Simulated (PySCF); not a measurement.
**Excitation energy of In by level of theory**

In [Kr] 4d10 5s2 5p1 (2P) → In [Kr] 4d10 5s1 5p1 6s1 (4P), as a difference of total energies. Calculation: PySCF 2.14, in aug-cc-pVTZ-DK3 (8s7p5d2f, 68 functions); the spin-free X2C one-electron Hamiltonian (Gaussian nucleus). Correlated levels: valence: [Kr] 4d10 frozen. The calculations carry no spin-orbit coupling.

```json
{"method": "UHF", "excitation energy (cm⁻¹)": "53534"}
{"method": "LDA", "excitation energy (cm⁻¹)": "69175"}
{"method": "PBE", "excitation energy (cm⁻¹)": "66438"}
{"method": "PBE0", "excitation energy (cm⁻¹)": "64537"}
{"method": "r2SCAN", "excitation energy (cm⁻¹)": "65150"}
{"method": "TPSS", "excitation energy (cm⁻¹)": "65378"}
{"method": "B2PLYP", "excitation energy (cm⁻¹)": "64815"}
{"method": "BLYP", "excitation energy (cm⁻¹)": "68910"}
{"method": "MP2 (valence)", "excitation energy (cm⁻¹)": "58869"}
{"method": "SCS-MP2 (valence)", "excitation energy (cm⁻¹)": "60602"}
```

A first-order spin-orbit estimate (lowest level to lowest level, LS coupling) adds -0.044 eV.

The upper state lies above the first ionisation limit, but in LS coupling its spin forbids autoionisation to the ground ion; at this Z spin-orbit coupling breaks that rule. A Rydberg-like electron needs more diffuse functions than a valence basis has.

The promoted electron is Rydberg-like, and one or two diffuse shells describe it only roughly, which tends to raise the upper state.
